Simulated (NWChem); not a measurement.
**Correlation energy of fluoroethane (C₂H₅F)**

SMILES: CCF
```xyz
8

C     -1.1771     0.2668     0.0000
C      0.3188     0.4478     0.0000
F      0.9482    -0.7739     0.0000
H     -1.6835     1.2440     0.0000
H     -1.5017    -0.2907    -0.8912
H     -1.5017    -0.2907     0.8912
H      0.6514     1.0072     0.8922
H      0.6514     1.0072    -0.8922
```
Charge 0, spin multiplicity 1.

All runs are NWChem calculations. All single points use one geometry, from PBE0/def2-SVP, a minimum by its harmonic frequencies.

Basis set: def2-SVP. Each correlation energy counts from its own Hartree-Fock reference.

The correlated methods keep 3 core orbitals frozen. Coupled-cluster values serve here as a point of comparison, not as the truth.

Task: Order these methods by the correlation energy they give, lowest first: CR-CCSD[T], CCSD(T), SCS-MP2, CCSD.

Result: CCSD(T) (-519.3 mHa), CR-CCSD[T] (-517.6 mHa), CCSD (-508.4 mHa), SCS-MP2 (-471.4 mHa)
